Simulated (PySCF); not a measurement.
An unknown is described by computed data only.

Formula: C2H8B3N3O.

* Rotational structure: rotational constants A, B, C: 3.531, 1.200, 0.905 GHz [PBE0-D3(BJ)/def2-SVP]
* XPS: B1s 196.0 (×2), B1s 196.1, C1s 291.0, C1s 293.8, N1s 404.9 (×2), N1s 405.0, O1s 537.1 eV [ΔSCF SCAN, pcX-2 on the ionised atom, pcseg-1 elsewhere, spin-free X2C]
* Triplet: lowest triplet excitation (Tamm–Dancoff): 4.30 eV [TDA B3LYP/def2-SVPD]
* Couplings: largest of the computed one-bond spin–spin couplings (means over like bonds): 11B–1H +157.3 (×2), 11B–1H +150.5, 13C–1H +136.0 (×3), 15N–1H -82.7 (×2), 15N–11B -25.8 (×2), 15N–11B -25.5 (×2), 15N–11B -24.8 (×2) Hz [B3LYP/pcJ-1, spin–dipole term left out for some pairs]
* UV, strongest line: among the 10 lowest singlet transitions: S4 at 6.44 eV (193 nm, f = 0.273) [TDDFT B3LYP/def2-SVPD]
* 13C NMR: chemical shifts (computed TMS as zero) by class: 179.9 (1 C), 27.1 (1 C) ppm [GIAO PBE0/pcSseg-1]
* Valence photoelectron: vertical ionisation energy: 9.62 eV [ΔSCF B3LYP/def2-SVPD]

Gas-phase values; electronic properties from PySCF, density fitting. Levels stand in brackets. One conformer (not necessarily the lowest) at the PBE0-D3(BJ)/def2-SVP geometry, without solvent, vibrations or thermal averaging. NMR classes are plain means over equivalent atoms (diastereotopic ones count apart unless rotation or inversion swaps them), as if these changed places fast.

Task: What is the compound? Reason from the data.

Result: Numbering: `[CH3:1][C:2](=[O:3])[N:4]1[BH:5][NH:6][BH:7][NH:8][BH:9]1`. 2 carbons fall into 2 classes; from least to most shielded: amide carbonyl carbon [C2] (179.9 ppm), methyl carbon next to a carbonyl [C1] (27.1 ppm). The couplings run between: +157.3 Hz, three-coordinate boron [B5] and its hydrogen (with 1 like pair); +150.5 Hz, three-coordinate boron [B7] and its hydrogen; +136.0 Hz, methyl carbon next to a carbonyl [C1] and its hydrogen (with 2 like pairs); -82.7 Hz, boron-bound nitrogen [N6] and its hydrogen (with 1 like pair); -25.8 Hz, boron-bound nitrogen [N6] and three-coordinate boron [B5] (with 1 like pair); -25.5 Hz, boron-bound nitrogen [N6] and three-coordinate boron [B7] (with 1 like pair); -24.8 Hz, amide nitrogen [N4] and three-coordinate boron [B5] (with 1 like pair). The core levels belong to: B1s 196.0 eV, three-coordinate boron [B5/B9]; B1s 196.1 eV, three-coordinate boron [B7]; C1s 291.0 eV, methyl carbon next to a carbonyl [C1]; C1s 293.8 eV, amide carbonyl carbon [C2]; N1s 404.9 eV, boron-bound nitrogen [N6/N8]; N1s 405.0 eV, amide nitrogen [N4]; O1s 537.1 eV, amide oxygen [O3]. One atom of each topological class was ionised and stands for its class. The first electron is taken from the HOMO, whose largest Löwdin shares are 0.67 on the amide oxygen, 0.09 on the methyl carbon next to a carbonyl, 0.09 on the amide carbonyl carbon and 0.07 on the amide nitrogen. The optimised geometry has point group C1 and is an asymmetric top. Structure: `CC(=O)N1BNBNB1`. Computed isomers that give other values at the same levels: `CC(=O)B1NBNBN1` (smallest rotational constant: 0.851 GHz; this holds for the one conformer computed). The assignments are read from this structure; whether some other isomer fits the data as well wasn't checked.
